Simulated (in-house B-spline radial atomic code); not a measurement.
I²⁺. Computed with a B-spline radial atomic code. Model: non-relativistic spherical atom: semilocal Troullier-Martins pseudo-atom, one channel per l, against all electrons, high spin, G0W0 and RPA with empty states to l = 8, local potential for every l without a channel, a model core (radius 0 = none) keeps its share of the functional.

Without relativity these are model numbers for so heavy an element.

What the tables leave out is listed at the end.

The pseudopotential gives back the lowest level of each angular momentum of its own functional in the configuration it was made in; a second state of the same l is only approximately right. Exact exchange, RPA and GW see the smooth pseudo-orbitals and miss the exchange with the core, for which the functional's share stands in. The column with an uncorrelated core keeps all orbitals and exact exchange, and so separates missing core correlation from pseudisation. Only the three outermost levels and the lowest empty one were computed. RPA here is direct RPA, with no exchange kernel, and its energies carry an (l + 1/2)⁻⁴ tail. A hybrid on a potential with a model core restores only its own semilocal share of the core's exchange.

Command:
```bash
python run_psgw.py task.json out
```
Settings (lengths in bohr, energies in hartree):
```
Z                      53
electrons              51
configuration          [Kr] 4d10 5s2 5p3
generated_in           [Kr] 4d10 5s2 5p5
functional             pbe,pbe
core_shells            8
radius_factor          1.3
core_correction        True
```

Time taken, with all properties: 32 s on 1 thread of Intel(R) Xeon(R) Platinum 8259CL CPU @ 2.50GHz (Skylake/Cascade Lake), on a shared host.

Given: made with PBE; model core radius 0.591 bohr; local radius 1.261 bohr; mean-field start PBE.

Valence shells of the generating configuration: 4d, 5s, 5p.

Channel: s 2.305, p 2.652, d 1.016 (radii in bohr).

Computed: largest level miss in the spin-unpolarised generating configuration 0.001 eV; valence RPA correlation energy all-electron orbitals -0.89347 hartree; valence RPA correlation energy pseudo -1.1782 hartree; all-electron RPA polarisability, core included 12.604 bohr³.

```
          level  occupied  mean-field all-electron (eV)  mean-field pseudo minus all (eV)  G0W0 all-electron (eV)  G0W0 uncorrelated core minus all (eV)  G0W0 pseudo minus all (eV)  exchange self-energy all-electron (eV)  exchange self-energy pseudo (eV)
          5p up         1                       -25.399                             0.031                 -30.384                                  0.016                       -0.56                                 -19.858                           -18.878
        5s down         1                       -32.758                            -0.002                   -37.7                                   0.06                      -0.642                                 -17.918                           -15.919
5p down (empty)         0                       -22.821                            -0.016                 -19.249                                  0.042                      -0.586                                  -6.317                           -5.3315
```

(1) What is the pseudo-atom RPA polarisability?

Given: mean-field start PBE0.

Computed: valence RPA correlation energy all-electron orbitals -0.84754 hartree; valence RPA correlation energy pseudo -1.134 hartree; all-electron RPA polarisability, core included 11.452 bohr³.

```tsv
level	occupied	mean-field all-electron (eV)	mean-field pseudo minus all (eV)	G0W0 all-electron (eV)	G0W0 uncorrelated core minus all (eV)	G0W0 pseudo minus all (eV)	exchange self-energy all-electron (eV)	exchange self-energy pseudo (eV)
5p up	1	-26.805	-0.2	-30.518	0.018	-0.578	-19.822	-19.196
5s down	1	-33.789	0	-37.673	0.063	-0.505	-17.743	-15.886
5p down (empty)	0	-21.635	-0.185	-19.1	0.042	-0.448	-6.0583	-5.3003
```

(2) What is the pseudo-atom RPA polarisability?

Answers

(1) 12.609 bohr³.

(2) 11.163 bohr³.

Among the listed levels the largest G0W0 shift of the pseudo-atom is -0.64 eV, for 5s down on the PBE start, while leaving the core uncorrelated moves that level by +0.06 eV. So pseudisation and the lost core exchange, not the missing core correlation, make the error. Not in the tables (levels of low weight, unsolved or above zero; the highest and the empty levels are kept at any weight): on PBE the G0W0 levels 5s up (pseudo minus all -0.19 eV, weights 0.28 and 0.32); on PBE0 the G0W0 levels 5s up (pseudo minus all -0.16 eV, weights 0.30 and 0.35); no Hartree-Fock pseudo-atom is run with a model core.
